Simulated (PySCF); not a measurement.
formic acid (CH$_{2}$O$_{2}$), singlet, at a GFN2-xTB geometry; M062X/cc-pVDZ run with PySCF.

Here is a job for PySCF.
```python
from pyscf import gto, scf, dft

mol = gto.Mole()
mol.atom = '''
    O    -1.016135   -0.435064    0.000080
    C    -0.001727    0.412940   -0.007311
    O     1.152871    0.114081    0.006617
    H    -0.699045   -1.354439    0.018703
    H    -0.384483    1.444668   -0.028412
'''
mol.basis = 'cc-pvdz'
mol.charge = 0
mol.spin = 0
mol.verbose = 4
mol.build()

mf = dft.RKS(mol)
mf.xc = 'm062x'
mf.kernel()
```

Task: Write the output that PySCF gives for this input, abridged.

Result: 
```
PySCF version 2.14.0

[INPUT] verbose = 4
[INPUT] num. atoms = 5
[INPUT] num. electrons = 24
[INPUT] charge = 0
[INPUT] spin (= nelec alpha-beta = 2S) = 0
[INPUT] symmetry False subgroup None
[INPUT] Mole.unit = angstrom
[INPUT] Symbol           X                Y                Z      unit          X                Y                Z       unit  Magmom
[INPUT]  1 O     -1.016135000000  -0.435064000000   0.000080000000 AA   -1.920216855585  -0.822151806658   0.000151178090 Bohr   0.0
[INPUT]  2 C     -0.001727000000   0.412940000000  -0.007311000000 AA   -0.003263557017   0.780343505878  -0.013815787697 Bohr   0.0
[INPUT]  3 O      1.152871000000   0.114081000000   0.006617000000 AA    2.178610446953   0.215581846017   0.012504317766 Bohr   0.0
[INPUT]  4 H     -0.699045000000  -1.354439000000   0.018703000000 AA   -1.321003598747  -2.559518762430   0.035343547708 Bohr   0.0
[INPUT]  5 H     -0.384483000000   1.444668000000  -0.028412000000 AA   -0.726567569551   2.730026860923  -0.053690898651 Bohr   0.0

nuclear repulsion = 70.7469408160954
number of shells = 21
number of NR pGTOs = 92
number of NR cGTOs = 52
basis = cc-pvdz
ecp = {}

******** <class 'pyscf.dft.rks.RKS'> ********
method = RKS
initial guess = minao
damping factor = 0
level_shift factor = 0
DIIS = <class 'pyscf.scf.diis.CDIIS'>
diis_start_cycle = 1
diis_space = 8
diis_damp = 0
SCF conv_tol = 1e-09
SCF conv_tol_grad = None
SCF max_cycles = 50
direct_scf = True
direct_scf_tol = 1e-13
XC library pyscf.dft.libxc version 7.1.2
    S. Lehtola, C. Steigemann, M. J. T. Oliveira, and M. A. L. Marques,  SoftwareX 7, 1–5 (2018)
XC functionals = m062x
    Y. Zhao and D. G. Truhlar,  Theor. Chem. Acc. 120, 215 (2008)
    Y. Zhao and D. G. Truhlar,  Theor. Chem. Acc. 120, 215 (2008)
radial grids:
    Treutler-Ahlrichs [JCP 102, 346 (1995); DOI:10.1063/1.469408] (M4) radial grids

becke partition: Becke, JCP 88, 2547 (1988); DOI:10.1063/1.454033
pruning grids: <function nwchem_prune>
grids dens level: 3
symmetrized grids: False
atomic radii adjust function: <function treutler_atomic_radii_adjust>
small_rho_cutoff = 0
Set gradient conv threshold to 3.16228e-05
Initial guess from minao.
tot grids = 61904
init E= -190.166711463861
  HOMO = -0.387199756885293  LUMO = -0.0300750102397447  gap/eV = 9.71786
cycle= 1 E= -189.563447577058  delta_E= 0.603  |g|= 0.835  |ddm|= 2.08
  HOMO = -0.234663032542006  LUMO = 0.0710095423216792  gap/eV = 8.31777
cycle= 2 E= -189.448781249912  delta_E= 0.115  |g|= 1.18  |ddm|= 1.21
  HOMO = -0.362015681938066  LUMO = 0.0567758754351724  gap/eV = 11.39590
cycle= 3 E= -189.698584444647  delta_E= -0.25  |g|= 0.147  |ddm|= 0.743
  HOMO = -0.354490212119676  LUMO = 0.0587133566928157  gap/eV = 11.24384
cycle= 4 E= -189.702227881505  delta_E= -0.00364  |g|= 0.0513  |ddm|= 0.112
  HOMO = -0.358898513775113  LUMO = 0.0596273737673054  gap/eV = 11.38867
cycle= 5 E= -189.702716814301  delta_E= -0.000489  |g|= 0.00811  |ddm|= 0.0324
  HOMO = -0.35919472480823  LUMO = 0.0610434165435114  gap/eV = 11.43526
cycle= 6 E= -189.702734732141  delta_E= -1.79e-05  |g|= 0.00257  |ddm|= 0.00848
  HOMO = -0.359939411175379  LUMO = 0.0605774964629853  gap/eV = 11.44285
cycle= 7 E= -189.70273668189  delta_E= -1.95e-06  |g|= 0.000705  |ddm|= 0.00348
  HOMO = -0.359882352544839  LUMO = 0.0607134529753544  gap/eV = 11.44499
cycle= 8 E= -189.702736847036  delta_E= -1.65e-07  |g|= 0.000121  |ddm|= 0.000949
  HOMO = -0.359912402208445  LUMO = 0.0606966504097319  gap/eV = 11.44536
cycle= 9 E= -189.702736854062  delta_E= -7.03e-09  |g|= 2.69e-05  |ddm|= 0.000234
  HOMO = -0.359912927261153  LUMO = 0.0607007121544849  gap/eV = 11.44548
cycle= 10 E= -189.702736854372  delta_E= -3.1e-10  |g|= 4.37e-06  |ddm|= 4.71e-05
  HOMO = -0.359913838113479  LUMO = 0.0606998460615475  gap/eV = 11.44548
Extra cycle  E= -189.702736854379  delta_E= -6.59e-12  |g|= 3e-06  |ddm|= 6.7e-06
converged SCF energy = -189.702736854379
```
